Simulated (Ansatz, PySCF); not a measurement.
Gas-phase reaction in SMILES: CC(C)C + 3 [H][H] (H2) -> 4 C (CH4)
Geometries: B3LYP-D3(BJ)/def2-TZVP minima from Ansatz (a quantum-chemistry and plane-wave program).
Geometry of the first species:
SMILES: CC(C)C
```xyz
14

C     -0.0001     0.0018     0.3735
H     -0.0004     0.0072     1.4696
C      0.0053     1.4545    -0.1028
H      0.0058     1.5017    -1.1956
H     -0.8762     1.9925     0.2527
H      0.8904     1.9861     0.2532
C      1.2575    -0.7325    -0.0917
H      1.3032    -0.7643    -1.1842
H      2.1624    -0.2356     0.2644
H      1.2737    -1.7623     0.2716
C     -1.2627    -0.7234    -0.0925
H     -1.3079    -0.7549    -1.1849
H     -1.2865    -1.7530     0.2709
H     -2.1642    -0.2200     0.2631
```
Charge 0, spin multiplicity 1.

Property: energy of full hydrogenation (enthalpy at 298 K, with B3LYP-D3(BJ) rigid-rotor harmonic-oscillator terms from PySCF), in kcal/mol. Cores are frozen in the correlated levels unless marked. No spin-orbit coupling. No relativistic terms. CBS marks a two-point X^-3 extrapolation of the correlation energy; Hartree-Fock from the larger set. The bracket is a focal-point correction in the basis named.

From measured enthalpies of formation at 298 K: -38.9 kcal/mol (CC(C)C -32.4, ATcT 1.112; [H][H] (H2) 0.0, ATcT 1.112; C (CH4) -17.8, ATcT 1.112). It holds spin-orbit effects, which the calculations lack, and core correlation, which the frozen-core levels lack.

```
level                                                     program  energy of full hydrogenation (kcal/mol)  error against measurement
-------------------------------------------------  --------------  ---------------------------------------  -------------------------
revPBE-D4/def2-TZVPD                               Ansatz + dftd4                                    -34.5                        4.4
B97M-V/def2-TZVPD                                          Ansatz                                    -44.3                       -5.4
PBE0-D3(BJ)/def2-TZVPD                             Ansatz + dftd3                                    -39.9                       -1.0
BHLYP-D4/def2-TZVPD                                Ansatz + dftd4                                    -43.8                       -4.9
BHLYP/def2-TZVPD                                           Ansatz                                    -47.4                       -8.5
CAM-B3LYP-D3(BJ)/def2-TZVPD                        Ansatz + dftd3                                    -42.5                       -3.6
LC-wPBE/def2-TZVPD                                         Ansatz                                    -42.5                       -3.6
wB97X/def2-TZVPD                                           Ansatz                                    -42.7                       -3.8
B2PLYP-D4/def2-TZVPD                               Ansatz + dftd4                                    -40.3                       -1.4
PBE-QIDH/def2-TZVPD                                        Ansatz                                    -39.5                       -0.6
RPA@PBE/cc-pVTZ                                            Ansatz                                    -38.1                        0.8
RI-MP2/cc-pVQZ                                             Ansatz                                    -37.3                        1.6
CCSD/STO-3G                                                Ansatz                                    -30.0                        8.9
CCSD(T)/cc-pVDZ                                            Ansatz                                    -38.4                        0.5
RI-MP2/CBS(cc-pVTZ,cc-pVQZ)+[CCSD(T)-MP2]/cc-pVTZ          Ansatz                                    -39.1                       -0.2
```
